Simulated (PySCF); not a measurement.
Gas-phase XPS of Cl2HSi(SH), computed

Cl2HSi(SH), Cl₂H₂SSi.
Structure used (GFN2-xTB), in Å, numbered top down from 1:
```
atom  x, y, z in Å
S1     1.3780   -0.9163   -0.4611
Si2   -0.4764   -0.0081    0.1509
Cl3   -1.9670   -1.0484   -0.6880
Cl4   -0.5220    1.9213   -0.4298
H5     2.1526    0.1246   -0.1913
H6    -0.5621   -0.0711    1.5977
```

Method: PySCF, delta-SCF UKS SCAN, pcX-2 on the ionised atom, pcseg-1 elsewhere, spin-free X2C. These are vertical core ionisation energies against the vacuum level, from separate self-consistent calculations with and without the core hole.

Task: Give the core binding energies atom by atom.

Result: 
| atom(s) | environment | level | binding energy (eV) | 2p1/2 (eV) | count |
| --- | --- | --- | --- | --- | --- |
| Cl3/Cl4 | silicon-bound chlorine | Cl 1s | 2829.35 | – | 2 |
| S1 | sulfur bonded to Si and H | S 1s | 2477.60 | – | 1 |
| Si2 | chlorine-bound silicon | Si 1s | 1849.13 | – | 1 |
| Cl3/Cl4 | silicon-bound chlorine | Cl 2p3/2 | 206.77 | 208.42 | 2 |
| Si2 | chlorine-bound silicon | Si 2p3/2 | 109.07 | 109.70 | 1 |

Task: Which effective nuclear charge Zeff reproduces each element's mean 1s value in the hydrogen-like formula E = 13.606 eV × Zeff²?

Result: Si (Z = 14): mean 1849.1 eV, Zeff = 11.66, Z − Zeff = 2.34; S (Z = 16): mean 2477.6 eV, Zeff = 13.49, Z − Zeff = 2.51; Cl (Z = 17): mean 2829.3 eV, Zeff = 14.42, Z − Zeff = 2.58. Means run over the listed sites, weighted by atom count.

Topologically equivalent atoms share the value of their first member; where this conformer doesn't relate them by symmetry, their own values could differ. Not every level is listed. Spin–orbit and ligand-field terms were added within each 2p shell after the spin-free SCF. 2p1/2 minus 2p3/2 (ligand field included): Si 0.63 eV, Cl 1.65 eV. Geometry: GFN2-xTB, one conformer, isolated molecule.
